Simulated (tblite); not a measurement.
Compound: C6H5FN (doublet state).
Atom-mapped SMILES: `[CH3:1][c:2]1[cH:3][cH:4][c:5][n:6][c:7]1[F:8]` (hydrogens: H9, H10, H11 on C1; H12 on C3; H13 on C4)

Structure used (GFN2-xTB), in Å, numbered top down from 1:
```
atom  x, y, z in Å
C1    -1.7829   -0.4131   -0.0670
C2    -0.3497    0.0133    0.0006
C3     0.7128   -0.8836   -0.0502
C4     2.0332   -0.4459    0.0042
C5     2.1946    0.9169    0.1108
N6     1.2368    1.7697    0.1588
C7    -0.0107    1.3605    0.1054
F8    -0.9654    2.2972    0.1592
H9    -2.3795    0.1461    0.6506
H10   -1.8776   -1.4758    0.1377
H11   -2.1855   -0.2120   -1.0596
H12    0.5067   -1.9418   -0.1341
H13    2.8629   -1.1313   -0.0341
```

Calculated harmonic vibrations of the isolated species, GFN2-xTB (tblite), most abundant isotopes, no scaling. Errors from tens to a few hundred cm⁻¹ against measured bands are possible. Open shells enter through the occupations alone, without spin polarisation, and single modes of such species can be off by tens of per cent. The optimisation stopped once no atom felt more than 0.01 eV/Å.

Lowest wavenumbers of the output (negative numbers stand for imaginary wavenumbers):
```
mode    cm-1
  1     -39.6
  2     155.1
  3     245.3
  4     257.2
  5     404.7
  6     429.0
  7     502.7
  8     505.6
  9     549.1
 10     658.9
```

Question: Is this structure a minimum?

Answer: Not by this Hessian. 1 mode is imaginary beyond 20i (40i cm⁻¹), so at this level the point lies at or near a first-order saddle. The curvature is small, so loose convergence or finite differences may be the whole cause.

Question: Which atoms move in the imaginary mode?

Answer: 40i: H11 (hydrogen on carbon) 37 %, H9 (hydrogen on carbon) 32 %, H10 (hydrogen on carbon) 29 %. These are shares of the mass-weighted motion.

Question: What is the remedy?

Answer: Step along that mode in both directions, optimise again with tighter thresholds and repeat the frequencies. The zero-point energy of this point (58.0 kcal/mol) counts the 32 real modes alone, and thermal corrections from it aren't those of a minimum.

On an Arm Neoverse V1 with one thread, no GPU, on a shared host, this took 0.36 s. The figure is for the frequency step alone.
